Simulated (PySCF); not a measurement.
## Polarisability and C₆ of Kr²⁺ (krypton, charge +2)

[Ar] 3d10 4s2 4p4, high-spin 3P determinant. Computed with PySCF 2.14 in def2-QZVPPD (12s8p5d4f1g, 98 functions), with no relativity, point nucleus. Coupled (time-dependent) response in atomic units; α is the mean over directions.

```csv
method,mean α (bohr³),"α xx, yy, zz",C₆ (like pair),S(−4)
UHF,7.559,"7.621, 7.433, 7.621",37.61,11.17
PBE,7.594,"7.577, 7.626, 7.577",37.76,11.29
PBE0,7.542,"7.550, 7.526, 7.550",37.45,11.08
```

S(−4) is the Cauchy moment in α(ω) = α(0) + S(−4) ω² + …

Spin-orbit coupling is absent.

α(iu) at PBE0:

| u (hartree) | α(iu) (bohr³) |
| --- | --- |
| 0 | 7.542 |
| 0.0500 | 7.514 |
| 0.100 | 7.433 |
| 0.200 | 7.126 |
| 0.300 | 6.673 |
| 0.500 | 5.569 |
| 0.750 | 4.253 |
| 1.00 | 3.232 |
| 1.50 | 1.977 |
| 2.00 | 1.326 |
| 3.00 | 0.7354 |
| 5.00 | 0.3537 |

For an ion, C₆ is the dispersion term alone; charge-induced terms of lower order in 1/R come first.

The components differ because the open shell of this determinant is not spherical; for a pure term their mean is the scalar polarisability.
